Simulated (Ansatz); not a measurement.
Calculated with Ansatz (gas phase, PBE0-D4/def2-TZVP geometries, no zero-point term in ΔE). CBS: MP2 limit from def2 TZ/QZ plus the TZ coupled-cluster correction, frozen cores. This one scheme is used for every species. For Se outer-core shells are correlated without core-valence functions, which leaves a few kJ/mol of doubt a bond. Scalar relativity is left out up to krypton. One conformer a species, not always the lowest.

`N[SiH2][AlH][SeH]` + ethane → `C[CH2][AlH][SeH]` + `N[SiH3]`  (formal exchange of groups at the Al–Si bond)

`N[SiH2][AlH][SeH]`:

```xyz
10

N     0.572   -1.779    0.744
Si    0.751   -0.086    1.082
Al   -0.402    1.383   -0.526
Se   -1.507    0.153   -2.165
H     1.004   -2.148   -0.090
H    -0.340   -2.194    0.867
H     2.213    0.212    1.097
H     0.229    0.146    2.460
H    -0.503    2.966   -0.614
H    -2.016    1.346   -2.856
```

`CC`:

Cartesian coordinates in Å:
```
C 0.684 0.230 -0.236
C -0.684 -0.230 0.236
H 1.237 -0.584 -0.711
H 0.603 1.040 -0.965
H 1.290 0.597 0.596
H -1.237 0.584 0.711
H -0.603 -1.040 0.965
H -1.290 -0.597 -0.596
```

`C[CH2][AlH][SeH]`:

Cartesian coordinates in Å:
```
C 0.431 -0.284 -1.255
C -0.030 -0.959 0.034
Al -0.528 0.199 1.530
Se -0.419 2.511 1.345
H -0.344 0.368 -1.668
H 0.686 -1.013 -2.030
H 1.317 0.335 -1.091
H -0.893 -1.609 -0.162
H 0.746 -1.641 0.407
H -1.028 -0.343 2.933
H 0.062 2.437 -0.042
```

`N[SiH3]`:

```xyz
7

N    -0.124   -0.117    1.053
Si    0.185    0.050   -0.631
H    -0.636   -0.917    1.388
H    -0.340    0.699    1.603
H     0.739   -1.238   -1.123
H    -0.997    0.379   -1.483
H     1.175    1.144   -0.807
```

```csv
species,MP2/def2-TZVPP energy (Eh)
`N[SiH2][AlH][SeH]`,-2989.43526
`CC`,-79.63077
`C[CH2][AlH][SeH]`,-2722.36439
`N[SiH3]`,-346.70257
```

Question: Work out ΔE.

Answer: ΔE = (-2722.36439) + (-346.70257) − (-2989.43526) − (-79.63077) = -0.00093 Eh = -2.4 kJ/mol. CCSD(T)/CBS gives +5.2 kJ/mol.

Largest T1 diagnostic among the species: 0.011.

From PBE to PBE0 (25 % exact exchange), in def2-TZVPP and without D4, ΔE moves by −3.7 kJ/mol.
